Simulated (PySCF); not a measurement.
C4H2ClF, SMILES C#C/C=C(\F)Cl. Atoms are numbered in the order given.

```xyz
8

C     -0.0543     3.1628     0.0000
C     -0.3569     1.9870     0.0000
C     -0.7454     0.6226     0.0000
C      0.1353    -0.3933     0.0000
F      1.4429    -0.2086     0.0000
Cl    -0.3100    -2.0569     0.0000
H      0.2205     4.2006     0.0000
H     -1.8082     0.3693     0.0000
```

Coordinates come from a B3LYP-D3(BJ)/def2-SVP optimisation. The structure was generated by enumeration; whether it is a known compound was not checked.

Calculation: PySCF with PBE/def2-TZVP.

Gas-phase values at a fixed geometry.

Computed frontier levels, gap, dipole moment and polarisability:
```
Quantity                                                                                                        Result
---------------------------------------------------------------------------------------------  -----------------------
highest occupied level                                                                                        -6.00 eV
lowest empty level                                                                                            -2.09 eV
orbital gap                                                                                                    3.91 eV
dipole moment                                                                                                0.153 e·Å
quadrupole, principal values (traceless, Buckingham form, about the centre of nuclear charge)   -4.49, -2.47, 6.96 D·Å
mean static polarisability                                                                        64.7 bohr³ (9.58 Å³)
polarisability, principal values                                                               35.1, 46.6, 112.3 bohr³
```
